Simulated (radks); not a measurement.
The numbers below are computed, except where a source is named.
Q: All-electron atom: the thallium ion Tl4+ in [Xe] 4f14 5d9. Level of theory: scalar-relativistic Kohn-Sham, TASK exchange with Perdew-Wang LDA correlation, spin-polarised, spherical densities, finite nucleus; open shells are filled with parallel spins first (spin-orbit coupling, left out, can overturn this in heavy ions); meta-GGA in the generalised Kohn-Sham scheme; Fermi nuclear charge, rms radius 5.4759 fm (a radial shooting solver on a logarithmic mesh with Libxc functionals). Some entries of the table are withheld. Estimate them.

| orbital | occ. | eigenvalue (hartree) | <1/r> (bohr^-1) |
|---|---|---|---|
| 1s down | 1 | -3150.920 | 99.36 |
| 1s up | 1 | -3150.919 | 99.36 |
| 2s up | 1 | -563.8353 | 23.34 |
| 2s down | 1 | -563.8299 | 23.34 |
| 2p up | 3 | -485.3211 | 20.59 |
| 2p down | 3 | -485.3166 | 20.59 |
| 3s up | 1 | -136.3772 | 8.657 |
| 3s down | 1 | -136.3751 | 8.657 |
| 3p up | 3 | -113.7058 | 7.853 |
| 3p down | 3 | -113.7035 | 7.853 |
| 3d up | 5 | -90.09642 | 7.371 |
| 3d down | 5 | -90.09238 | 7.371 |
| 4s up | 1 | -32.03622 | 3.720 |
| 4s down | 1 | -32.03209 | 3.720 |
| 4p up | 3 | -24.56516 | 3.351 |
| 4p down | 3 | -24.56134 | 3.351 |
| 4d up | 5 | -15.75299 | 3.009 |
| 4d down | 5 | -15.74810 | 3.009 |
| 5s up | 1 | (1) | 1.552 |
| 5s down | 1 | (2) | 1.554 |
| 4f up | 7 | -5.97533 | 2.606 |
| 4f down | 7 | -5.96792 | 2.608 |
| 5p up | 3 | -4.61226 | (3) |
| 5p down | 3 | -4.58090 | (4) |
| 5d up | 5 | -2.22627 | 1.018 |
| 5d down | 4 | -2.18645 | 1.019 |

A: 
(1) 5s up eigenvalue (hartree): -6.68576
(2) 5s down eigenvalue (hartree): -6.66107
(3) 5p up <1/r> (bohr^-1): 1.329
(4) 5p down <1/r> (bohr^-1): 1.332
